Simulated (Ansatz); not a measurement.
C2H10AlAsO, SMILES `[CH3][Al-]([CH3])([OH])[AsH3+]` at its PBE0-D4/def2-TZVP geometry, where that method's forces vanish. The species carries charge 0 and has multiplicity 1.

```
atom   x (Å)   y (Å)   z (Å)
  C1  -0.719  -0.429   1.886
 Al2  -0.610  -0.401  -0.075
  C3   0.404  -1.735  -1.088
  O4  -1.853   0.396  -0.969
 As5   1.126   1.704  -0.426
  H6  -1.408  -1.212   2.224
  H7   0.251  -0.646   2.346
  H8  -1.080   0.514   2.308
  H9   0.517  -1.453  -2.139
 H10  -0.111  -2.702  -1.073
 H11   1.404  -1.904  -0.675
 H12  -2.555   0.871  -0.527
 H13   1.387   2.088  -1.862
 H14   0.689   3.076   0.031
 H15   2.559   1.831   0.040
```

Q: For each bond, give half the difference of the two atoms' forces along it (eV/Å; positive pushes the atoms apart) under PBE-D4, r2SCAN-D4, B3LYP-D4, ωB97M-V in def2-TZVPP. (Best estimate.)

A: Ansatz gave: 
| bond | length (Å) | PBE-D4 | r2SCAN-D4 | B3LYP-D4 | ωB97M-V |
| --- | --- | --- | --- | --- | --- |
| C1–Al2 | 1.964 | -0.11 | -0.03 | 0.02 | -0.02 |
| C1–H6 | 1.096 | 0.12 | 0.00 | -0.03 | -0.04 |
| C1–H7 | 1.095 | 0.11 | 0.00 | -0.04 | -0.04 |
| C1–H8 | 1.095 | 0.11 | 0.01 | -0.03 | -0.03 |
| Al2–C3 | 1.958 | -0.07 | -0.02 | 0.01 | -0.04 |
| Al2–O4 | 1.726 | 0.19 | 0.02 | 0.04 | 0.07 |
| Al2–As5 | 2.751 | -0.21 | -0.02 | 0.06 | 0.23 |
| C3–H9 | 1.094 | 0.11 | 0.00 | -0.04 | -0.04 |
| C3–H10 | 1.096 | 0.12 | 0.00 | -0.04 | -0.05 |
| C3–H11 | 1.095 | 0.12 | 0.00 | -0.03 | -0.03 |
| O4–H12 | 0.955 | 0.37 | 0.03 | 0.01 | -0.04 |
| As5–H13 | 1.509 | 0.22 | -0.01 | 0.01 | -0.13 |
| As5–H14 | 1.511 | 0.22 | -0.01 | 0.01 | -0.13 |
| As5–H15 | 1.513 | 0.22 | -0.02 | 0.00 | -0.15 |

B3LYP here is the variant with VWN-RPA as its local correlation; programs differ in this.
